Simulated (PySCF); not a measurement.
**Stretching MoH**

Set-up: PySCF, scalar-relativistic core potentials, basis sets Mo def2-TZVPP with ECP28, H def2-TZVPP. Energies in eV from Mo (4d5 5s1) + H in their ground configurations at the same level. State: ⁶Σ⁺ (sextet), unpaired electrons σ ↑, π ↑↑, δ ↑↑.

All columns are PBE0. A positive dipole means Mo(−)H(+).

```csv
R (Å),E (eV),μ (D),Mulliken charge on Mo (basis-dependent),HOMO (eV),LUMO (eV),Mayer bond order,⟨S²⟩
1.476,-1.919,-2.05,0.23,-5.39,-1.31,0.99,8.77
1.544,-2.170,-2.20,0.22,-5.43,-1.42,0.98,8.77
1.613,-2.314,-2.36,0.21,-5.47,-1.53,0.96,8.77
1.665,-2.367,-2.48,0.20,-5.50,-1.62,0.95,8.78
1.716,-2.382,-2.60,0.20,-5.53,-1.70,0.95,8.78
1.768,-2.367,-2.72,0.19,-5.56,-1.78,0.94,8.79
1.836,-2.309,-2.87,0.19,-5.60,-1.89,0.92,8.80
1.922,-2.194,-3.05,0.19,-5.64,-2.02,0.91,8.81
2.025,-2.013,-3.24,0.19,-5.70,-2.16,0.89,8.83
2.162,-1.735,-3.43,0.19,-5.76,-2.32,0.85,8.87
```

A fit through these points gives, at Re = 1.714 Å, μ = -2.60 D and dμ/dR = -2.29 D/Å; the reduced mass is 0.9976 u.

Task: How strong is the fundamental in the double-harmonic approximation, I = 42.26·(dμ/dR)²/μred km/mol?

Result: I = 42.26·(-2.29)²/0.9976 = 222 km/mol at PBE0.

The metal atom is held in its measured ground configuration; semilocal functionals can put another filling of s and d lower by some tenths of an eV, and De to that atom would be smaller. ⟨S²⟩ of the unrestricted solution departs from its pure value on part of the curve, where spin states mix. These are scalar-relativistic numbers at best; spin–orbit coupling would shift them, the dissociation energy most. The state is the lowest single determinant that the PBE0 search found; with open d or f shells the true ground state can be another one.
